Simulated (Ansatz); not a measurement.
A nudged elastic band was laid between two geometries of C$_{2}$H$_{8}$AlB (12 atoms, charge 0, multiplicity 1).

Theory: Ansatz 0.2.0, RKS B3LYP/6-31G*.

```yaml
movable_images: 7
climbing_image: yes
spring: 5.0 eV/Å²
optimiser: quadratic models (default)
start_path: IDPP
force_threshold: 0.05 eV/Å
iteration_limit: 56
end_points: relaxed
```

First end point:

```xyz
12
Properties=species:S:1:pos:R:3
C 0.088 1.408 -0.732
B 0.022 0.015 0.012
C 0.909 -0.167 1.306
Al -1.230 -1.577 -0.712
H -0.090 1.394 -1.813
H -0.740 2.001 -0.302
H 1.005 1.979 -0.529
H 1.857 -0.606 0.944
H 0.531 -0.862 2.065
H 1.183 0.778 1.797
H -2.780 -1.691 -0.323
H -0.678 -2.728 -1.680
```

Last end point:

```xyz
12
Properties=species:S:1:pos:R:3
C 0.360 1.163 -1.024
B 0.025 0.013 0.007
C 0.893 -0.063 1.325
Al -1.553 -1.396 -0.371
H 0.146 0.953 -2.078
H -0.307 1.999 -0.744
H 1.384 1.553 -0.940
H 1.371 0.888 1.601
H 1.719 -0.758 1.082
H 0.404 -0.484 2.211
H -3.080 -1.102 0.018
H -1.286 -2.822 -1.054
```

Task: Which bonds break or form, and what moves?

Result: No bond is made or broken. The dihedral Al4–B2–C3–H10 goes from -157 to -29°. The two ends are copies of one structure, up to a mirror image or an exchange of like atoms.

Task: What energy profile does the band end with?

Result: The run converged. The highest image is number 3 of 0 to 8, 0.017 eV above the ends, which have the same energy within 2 meV. A vibrational analysis at the climbing image gives one clearly imaginary mode, 82i cm⁻¹: a first-order saddle point.

```tsv
image	path coordinate (Å)	energy (eV)	dihedral Al4–B2–C3–H10 (°)
0	0.00	0.000	-157
1	0.46	0.005	-142
2	0.91	0.014	-125
3	1.37	0.017	-107
4	1.82	0.015	-91
5	2.27	0.014	-75
6	2.72	0.011	-59
7	3.17	0.004	-44
8	3.63	0.000	-29
```

Task: What is the geometry of the highest image?

Result: 
```xyz
12
Properties=species:S:1:pos:R:3
C 0.278 1.268 -0.903
B 0.060 -0.027 -0.021
C 0.965 -0.187 1.269
Al -1.487 -1.444 -0.488
H 0.095 1.141 -1.977
H -0.483 1.995 -0.565
H 1.255 1.752 -0.769
H 2.019 0.038 1.051
H 0.917 -1.142 1.802
H 0.644 0.593 1.982
H -3.015 -1.257 -0.042
H -1.169 -2.785 -1.305
```

The band took 5 iterations and roughly 2.5 core-minutes.

Time of the run: 2.5 min on 1 thread of Arm Neoverse V1 (shared host), peak memory 0.17 GiB.
